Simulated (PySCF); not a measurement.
# Stationary points of SeS₂⁻

These are results of PySCF, PBE0, basis Se def2-SVPD, S def2-SVPD (no relativity, density fitting), not measurements.

Relaxations began from a few typed shapes; open shells are unrestricted. The search is not exhaustive: other isomers or separated fragments can lie lower, and high-lying points may rest on an excited occupation.

Problem. Order these stationary points by electronic energy, lowest first, in kJ/mol from the lowest minimum.
A. doublet Cs: Se–S 2.168 Å, S–S 2.007 Å; S–S–Se 115.1°
B. doublet D∞h: Se–S 2.262 Å (×2); S–Se–S 180.0°
C. doublet C2v: Se–S 2.138 Å (×2); S–Se–S 113.8°

Solution. C (0.0), A (11.2), B (208.7).

Problem. Which of them are minima?

Solution. By energy in kJ/mol, 0.0: minimum; 11.2: minimum; 208.7: saddle point, 2 imaginary modes.

For the lowest minimum: the lowest empty level of this anion is unbound, so it and the gap depend on the basis.

The electron or spin density has lower symmetry than the nuclear frame for the doublet D∞h at 208.7 kJ/mol.
